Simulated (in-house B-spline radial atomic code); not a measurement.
Values are calculated unless marked as measured or tabulated.
Making a Troullier-Martins s channel for As, r_c = 2.06 bohr

As, [Ar] 3d10 4s2 4p3, non-relativistic PBE, spherical and spin-unpolarised, from a B-spline radial code for spherical atoms (atomic units). The all-electron 4s level is ε = -0.516462 hartree, its outermost node lies just inside 0.76 bohr and its outer maximum at 1.64 bohr.

Inside r_c the pseudo-orbital is u(r) = r^1 exp(p(r)), with p = c0 + c2 r² + c4 r⁴ + … + c12 r¹². The seven coefficients follow from p and its first four derivatives at r_c, from zero curvature of the screened potential at the origin, c4 = −c2²/(2l + 5), and from the norm inside r_c. At r_c the all-electron orbital has P = 0.7192079, P' = -0.2998731, the screened potential V = -0.7700071, V' = 0.839775, V'' = -1.218851, and the norm inside is Q = 0.6043956.

(1) What are p, p' and p'' at r_c?

For a trial c2 the five matching conditions are linear in c0, c6, c8, c10 and c12, and c2 is varied until the norm inside r_c equals Q. The root nearest zero gives:

```tsv
n	c_n
0	-1.077167
2	0.4565141
4	-0.04168102
6	-0.08841502
8	0.03212248
10	-0.00448322
12	0.0002307198
```

(2) Check c4 and p(r_c), and find the screened pseudopotential at the origin.

Orbitals and screened potentials:

```json
{"r (bohr)": "0.206", "P": "0.1198", "u": "0.07152", "V all-electron": "-82.16", "V pseudo": "0.8495"}
{"r (bohr)": "0.515", "P": "-0.3488", "u": "0.1971", "V all-electron": "-16.11", "V pseudo": "0.725"}
{"r (bohr)": "0.824", "P": "0.1398", "u": "0.3673", "V all-electron": "-5.84", "V pseudo": "0.1596"}
{"r (bohr)": "1.133", "P": "0.5729", "u": "0.5773", "V all-electron": "-2.859", "V pseudo": "-0.86"}
{"r (bohr)": "1.442", "P": "0.7642", "u": "0.7467", "V all-electron": "-1.663", "V pseudo": "-1.532"}
{"r (bohr)": "1.751", "P": "0.7867", "u": "0.7852", "V all-electron": "-1.101", "V pseudo": "-1.23"}
{"r (bohr)": "2.06", "P": "0.7192", "u": "0.7192", "V all-electron": "-0.77", "V pseudo": "-0.77"}
```

Logarithmic derivatives P'/P at R = 2.36 bohr, for energies E around ε:

| E − ε (hartree) | all-electron | pseudo |
| --- | --- | --- |
| -0.5 | 0.587905 | 0.582559 |
| -0.25 | 0.140402 | 0.137762 |
| -0.1 | -0.241039 | -0.241723 |
| 0 | -0.580269 | -0.580256 |
| 0.1 | -1.0337 | -1.03526 |
| 0.25 | -2.136 | -2.15849 |
| 0.5 | -10.3314 | -11.7132 |

(3) With P(R) = 0.6181425 and a norm of 0.7393723 inside R, what slope in energy does norm conservation fix?

## Answers

(1) p = ln(P/r_c^1) = ln(0.7192079/2.06) = -1.05231. p' = P'/P − 1/r_c = -0.41695 − 0.48544 = -0.90239. The radial equation gives p'' = 2(V − ε) − 2(1) p'/r_c − p'² = -0.50709 − (-0.87610) − 0.81430 = -0.44529. Differentiating, p''' = 2V' + 2(1)p'/r_c² − 2(1)p''/r_c − 2p'p'' = 0.88293, and p'''' = 2V'' − 4(1)p'/r_c³ + 4(1)p''/r_c² − 2(1)p'''/r_c − 2p''² − 2p'p''' = -2.1048.

(2) −c2²/5 = -0.041681, as listed. The terms c_n r_c^n are -1.07717, 1.93726, -0.75060, -6.75662, 10.41710, -6.16967, 1.34738, which sum to -1.05231. Inverting the radial equation, V_l(r) = ε + 1 p'/r + (p'' + p'²)/2, so V_l(0) = ε + (2l + 3) c2 = -0.516462 + 3 × (0.456514) = 0.8531 hartree, finite where the all-electron potential diverges.

(3) d(P'/P)/dE = −2 × (norm inside R)/P(R)² = -3.8700 per hartree·bohr at E = ε, for both atoms, since orbital and norm agree at R. Differences over ±0.1 hartree give -3.9633 (all-electron) and -3.9677 (pseudo), which also hold third-order terms. Half a hartree below ε the two curves differ by -0.0053.
